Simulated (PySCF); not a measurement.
C₄H₁₀OSi, SMILES CCC(=O)[SiH2]C.

Geometry: PBE-D3(BJ)/def2-SVP. A frequency run showed that this geometry is not a minimum. This is a generated structure with no PubChem entry under its InChIKey; it may be hypothetical. Other conformers were not sampled.

These are PBE-D3(BJ)/def2-SVP run with PySCF values and carry that method's errors.

Frequencies are harmonic and unscaled.

| mode | ν (cm⁻¹) | IR (km/mol) | moving atoms (share of kinetic energy) |
|---|---|---|---|
| 1 | 40i | 2.9 | H 49 %, C 27 %, O 18 % |
| 2 | 66 | 0.0 | H 43 %, C 41 %, O 16 % |
| 3 | 97 | 0.1 | H 85 % |
| 4 | 119 | 1.8 | C 52 %, H 27 %, O 14 % |
| 5 | 180 | 0.7 | H 86 %, C 12 % |
| 6 | 226 | 5.2 | C 41 %, O 26 %, H 23 %, Si 11 % |
| 7 | 303 | 7.8 | C 53 %, H 22 %, O 17 % |
| 8 | 331 | 4.2 | H 66 %, C 25 % |
| 9 | 390 | 6.5 | Si 48 %, O 34 %, C 9 %, H 9 % |
| 10 | 480 | 5.0 | H 76 %, C 16 % |
| 11 | 602 | 12.6 | H 86 %, C 11 % |
| 12 | 657 | 20.3 | H 73 %, C 25 % |
| 13 | 693 | 35.2 | C 44 %, H 32 %, O 17 % |
| 14 | 713 | 37.1 | C 41 %, H 28 %, Si 27 % |
| 15 | 764 | 0.0 | H 66 %, C 31 % |
| 16 | 838 | 209.2 | H 71 %, C 19 %, Si 9 % |
| 17 | 851 | 27.4 | H 78 %, C 18 % |
| 18 | 905 | 60.8 | H 95 % |
| 19 | 954 | 2.0 | C 68 %, H 27 % |
| 20 | 981 | 3.5 | H 59 %, C 35 % |
| 21 | 1007 | 6.3 | H 63 %, C 36 % |
| 22 | 1085 | 19.8 | C 60 %, H 38 % |
| 23 | 1208 | 1.6 | H 83 %, C 17 % |
| 24 | 1216 | 19.2 | H 79 %, C 21 % |
| 25 | 1297 | 20.7 | H 53 %, C 47 % |
| 26 | 1339 | 10.5 | H 83 %, C 17 % |
| 27 | 1367 | 5.1 | H 83 %, C 17 % |
| 28 | 1377 | 5.5 | H 96 % |
| 29 | 1378 | 3.2 | H 96 % |
| 30 | 1413 | 8.2 | H 97 % |
| 31 | 1420 | 7.8 | H 95 % |
| 32 | 1712 | 103.9 | C 59 %, O 39 % |
| 33 | 2135 | 80.6 | H 98 % |
| 34 | 2140 | 111.4 | H 96 % |
| 35 | 2948 | 15.7 | H 94 % |
| 36 | 2984 | 4.4 | H 91 %, C 9 % |
| 37 | 2985 | 1.8 | H 97 % |
| 38 | 2987 | 19.7 | H 97 % |
| 39 | 3078 | 11.6 | H 91 %, C 9 % |
| 40 | 3080 | 11.9 | H 90 %, C 10 % |
| 41 | 3088 | 1.0 | H 91 %, C 9 % |
| 42 | 3092 | 1.3 | H 91 %, C 9 % |
